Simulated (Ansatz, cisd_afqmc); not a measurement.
Species: SeBr, charge 0, doublet. SeBr (SMILES [Se]Br, doublet).
B3LYP-D3(BJ)/def2-TZVP minimum from Ansatz (a quantum-chemistry and plane-wave program):
```
Se
Br 1 2.2949
```
Charge 0, spin multiplicity 2.

Total energies in cc-pVDZ, 13 correlated electrons, 28 frozen orbitals. Open shells are spin-unrestricted; no spin-orbit coupling. Correlated methods leave the cores frozen (noble-gas shells, and filled d and f shells in the p block). No relativity. AFQMC is phaseless with a CISD trial state; ± is one standard error, without the phaseless bias. Outlying blocks are dropped, and bars are widened where a walk drifts. Over all cases where full CI ran beside it in this data, AFQMC minus full CI had a median of +0.1 mEh and passed +0.4 mEh in a tenth of the cases. Spin-orbit terms, left out, reach several kcal/mol for Br and I, and more for heavier atoms.

```tsv
method	program	energy (Eh)	minus CCSDTQ (mEh)
HF	Ansatz	-4972.19376	235.95
MP2	Ansatz	-4972.39807	31.65
CCSD	Ansatz	-4972.42276	6.96
CCSD(T)	Ansatz	-4972.42840	1.32
CCSDT(Q)	Ansatz	-4972.42975	-0.03
CCSDTQ	Ansatz	-4972.42972	0.00
AFQMC/CISD	cisd_afqmc	-4972.4294 ± 0.0002	0.3 ± 0.2
```
